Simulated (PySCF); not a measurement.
## Correlation energy of K²⁺ (potassium, charge +2)

[Ne] 3s2 3p5, 2P determinant. Computed with PySCF 2.14 in x2c-TZVPall, with the spin-free X2C one-electron Hamiltonian (Gaussian nucleus). Frozen: [Ne] 3s2; 5 electrons correlated.

Total MP2 correlation energy: -83.29 mhartree.

Same-spin part -25.14 and opposite-spin part -58.15 mhartree; SCS-MP2 scales them by 1/3 and 6/5 to -78.16 mhartree.

```csv
level,correlation energy (mhartree)
CCSD,-94.64
(T),-0.28
CCSD(T),-94.92
```

Diagnostics: T1 = 0.0010, D1 = 0.0018, largest double amplitude 0.018.

Cost of the coupled-cluster step: 0.19 s of wall time on 1 thread of Neoverse-V2 (shared host), for 5 correlated electrons.

Iterations:

```
CC2 = 0
CCSD nocc = (np.int64(3), np.int64(2)), nmo = (27, 27)
frozen orbitals [[0, 1, 2, 3, 4, 5], [0, 1, 2, 3, 4, 5]]
max_cycle = 100
direct = 0
conv_tol = 1e-08
conv_tol_normt = 1e-06
diis_space = 8
diis_start_cycle = 0
Init t2, MP2 energy = -0.0832942220181799
Init E_corr(UCCSD) = -0.0832942220275035
cycle = 1  E_corr(UCCSD) = -0.0931007329978844  dE = -0.00980651097  norm(t1,t2) = 0.0195345
cycle = 2  E_corr(UCCSD) = -0.0943496385591052  dE = -0.00124890556  norm(t1,t2) = 0.00397213
cycle = 3  E_corr(UCCSD) = -0.0946477114203388  dE = -0.000298072861  norm(t1,t2) = 0.00120324
cycle = 4  E_corr(UCCSD) = -0.0946372060206796  dE = 1.05053997e-05  norm(t1,t2) = 0.000157137
cycle = 5  E_corr(UCCSD) = -0.0946376863800153  dE = -4.80359336e-07  norm(t1,t2) = 3.67802e-05
cycle = 6  E_corr(UCCSD) = -0.0946376303169228  dE = 5.60630925e-08  norm(t1,t2) = 3.3812e-06
cycle = 7  E_corr(UCCSD) = -0.0946376350330058  dE = -4.71608304e-09  norm(t1,t2) = 3.40627e-07
UCCSD converged
E(UCCSD) = -600.2756962594756  E_corr = -0.09463763503300582
UCCSD(T) correction = -0.000280202630824452
```
